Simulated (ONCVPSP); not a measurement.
# iron, ONCV: configuration errors across variants

| Property | Result |
| --- | --- |
| Element | Fe (Z = 26) |
| Generator | ONCVPSP 4.0.1 |
| Type | optimised norm-conserving Vanderbilt (ONCV) |
| Functional | LDA (Perdew-Wang 92) |
| Relativity | scalar-relativistic |
| Frozen core | [Ne] |
| Valence charge | 16 |
| Reference configuration | 3s2 3p6 3d6 4s2 |
| Partial waves | 3s+4s: rc 1.45 bohr, ncon 4, nbas 7, qcut 10.9 1/bohr, 2 projectors; 3p: rc 1.15 bohr, ncon 4, nbas 7, qcut 10.6 1/bohr, 3 projectors, debl 1.8 Ha; 3d: rc 1.50 bohr, ncon 3, nbas 8, qcut 9.7 1/bohr, 3 projectors, debl 3.1 Ha; f scattering state at 0.07 Ha: rc 1.40 bohr, ncon 4, nbas 9, qcut 8.8 1/bohr, 2 projectors, debl 1.1 Ha |
| Local potential | polynomial inside 0.75 bohr (lpopt 5, dvloc0 4 Ha) |
| Core correction | Teter function, fcfact 5, rcfact 1.15 |

In the p channel the program set the typed energies aside and used -2.202, 0.250, 2.050 Ha.

All-electron excitation energies from the reference (eV): (1) 3s2 3p6 3d6 4s1 8.974; (2) 3s2 3p6 3d6 4s0 25.459; (3) 3s2 3p6 3d5 4s0 59.993; (4) 3s2 3p6 3d7 4s0 6.844.

Errors AE − PS in meV (a dash: test not solved or not reliable):

```csv
change,(1),(2),(3),(4),bound ghosts,GHOST(+) flags above zero
base,+0.6,+5.1,+27,+48,none,none
p: rc 1.5,+0.6,+5.1,+27,+47,none,none
p: qcut 14.4,+0.6,+5.1,+27,+48,none,none
f: qcut 13,+0.6,+5.1,+27,+48,none,none
s: qcut 13.3; p: qcut 12.9; d: qcut 11.8; f: qcut 10.7,+0.3,+3.6,+14,+28,none,none
"local potential polynomial inside 0.90 bohr (lpopt 3, dvloc0 1 Ha)",+0.6,+5.1,+27,+48,none,none
"local potential polynomial inside 0.75 bohr (lpopt 5, dvloc0 9.5 Ha)",+0.6,+5.1,+27,+48,none,none
```

Question: Give the same row for: core correction none.

Answer: +0.7, +6.0, +27, +49; bound ghosts: none; GHOST(+) flags above zero: none.
